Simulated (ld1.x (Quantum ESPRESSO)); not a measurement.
**carbon, TM: configuration errors across variants**

```
Element                 : carbon (C)
Generator               : ld1.x (Quantum ESPRESSO) 7.5
Type                    : norm-conserving Troullier–Martins (Kleinman–Bylander form)
Functional              : PW91
Relativity              : scalar-relativistic
Frozen core             : [He]
Valence charge          : 4
Reference configuration : 2s2 2p2
Partial waves           : 2s (bound): rc 1.15 bohr; 2p (bound): rc 2.10 bohr
Local potential         : all-electron potential smoothed inside 1.10 bohr (lloc = -2)
Core correction         : none
```

All-electron excitation energies from the reference (eV): (1) 2s2 2p1 10.928; (2) 2s2 2p0 35.161; (3) 2s1 2p0 83.418; (4) 2s1 2p3 8.466; (5) 2s2 2p1.5 3.995; (6) 2s0 2p4 16.950; (7) 2s1 2p2 19.666.

3 further variants failed, have other tests or another functional or relativity, and are left out.

Errors AE − PS in meV (a dash: test not solved or not reliable):

```csv
change,(1),(2),(3),(4),(5),(6),(7),bound ghosts
base,+33,+335,+709,-0.5,+4.3,-9.3,-34,none
local potential all-electron potential smoothed inside 1.24 bohr (lloc = -2),+32,+333,+704,-0.5,+4.2,-9.3,-34,none
wave 2s (bound): rc 1.15 bohr becomes 2s (bound): rc 1.56 bohr,+39,+378,+714,+9.2,+5.3,+32,-35,none
core correction a·sin(br)/r model core inside 0.90 bohr,+32,+322,+665,-0.9,+4.2,-1.5,-34,none
local potential the p channel,+20,+302,+666,-0.7,+1.3,-10,-51,none
"all radii scaled by about 1.10 (s 1.26, p 2.30 bohr); local potential all-electron potential smoothed inside 1.20 bohr (lloc = -2)",+49,+472,+951,-2.6,+6.7,-18,-52,none
"type ultrasoft; waves now 2s (bound): rcut 1.00, rcutus 1.15 bohr; 2s channel at 0.15 Ry: rcut 1.00, rcutus 1.15 bohr; 2p (bound): rcut 1.85, rcutus 2.10 bohr; 2p channel at 0.35 Ry: rcut 1.85, rcutus 2.10 bohr; local potential all-electron potential smoothed inside 1.80 bohr (lloc = -1); augmentation built from norm-conserving waves at rcut, not smoothed further",+24,+221,+496,+2.9,+3.4,+5.9,-6.6,none
"all radii scaled by about 1.14 (s 1.32, p 2.40 bohr); local potential all-electron potential smoothed inside 1.26 bohr (lloc = -2)",+60,+561,+1108,-4.2,+8.4,-22,-64,none
```

(1) Give the same row for: wave 2p (bound): rc 2.10 bohr becomes 2p (bound): rc 3.20 bohr.

## Answers

(1) +172, +1359, +2573, -39, +27, -152, -162; bound ghosts: none.
